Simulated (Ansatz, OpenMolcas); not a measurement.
# A ladder of methods for InSi2H7 (SMILES [SiH3][SiH2][InH2])

InSi2H7: 10 atoms, total charge 0, spin state singlet. As SMILES, `[SiH3][SiH2][InH2]`. The coordinates come from a PBE0-D4/def2-TZVP relaxation.

```jsonl
{"atom": "Si", "x (Å)": "-1.4509", "y (Å)": "0.7323", "z (Å)": "-0.8216"}
{"atom": "Si", "x (Å)": "0.0231", "y (Å)": "-0.9827", "z (Å)": "-0.2224"}
{"atom": "In", "x (Å)": "1.8848", "y (Å)": "-0.0627", "z (Å)": "1.2931"}
{"atom": "H", "x (Å)": "-2.5411", "y (Å)": "0.2487", "z (Å)": "-1.7115"}
{"atom": "H", "x (Å)": "-0.7077", "y (Å)": "1.8121", "z (Å)": "-1.5275"}
{"atom": "H", "x (Å)": "-2.0657", "y (Å)": "1.3205", "z (Å)": "0.4005"}
{"atom": "H", "x (Å)": "-0.7613", "y (Å)": "-2.0569", "z (Å)": "0.4518"}
{"atom": "H", "x (Å)": "0.5887", "y (Å)": "-1.5579", "z (Å)": "-1.4773"}
{"atom": "H", "x (Å)": "1.7614", "y (Å)": "-0.1609", "z (Å)": "3.0139"}
{"atom": "H", "x (Å)": "3.2688", "y (Å)": "0.7075", "z (Å)": "0.6011"}
```

Each level gives the energy change with the In3–H9 bond stretched from 1.728 to 2.246 Å (eV). The values are calculated.

```tsv
level	kind	program	value (eV)	CPU time (all runs)
HF/def2-SVP (core potential) (restricted)	Hartree–Fock	OpenMolcas	0.89	22 s
BLYP/def2-SVP (core potential) (restricted)	GGA	OpenMolcas	0.67	79 s
PBE/def2-SVP (core potential) (restricted)	GGA	Ansatz	0.72	18 s
M06-L/def2-SVP (core potential) (restricted)	meta-GGA	OpenMolcas	0.76	1.7 min
HSE06/def2-SVP (core potential) (restricted)	range-separated hybrid	Ansatz	0.83	23 s
wB97M-V/def2-SVP (core potential) (restricted)	range-separated hybrid	Ansatz	0.90	4.1 min
PBE-QIDH/def2-SVP (core potential) (restricted)	double hybrid	Ansatz	0.92	31 s
RPA@PBE/def2-SVP (core potential) (restricted)	RPA	Ansatz	0.80	34 s
```

The first shape isn't each level's own minimum. The values span 0.67 to 0.92 eV. Times are those of the runs behind each value, whatever else they computed, on shared processors of several kinds: orders of magnitude only.
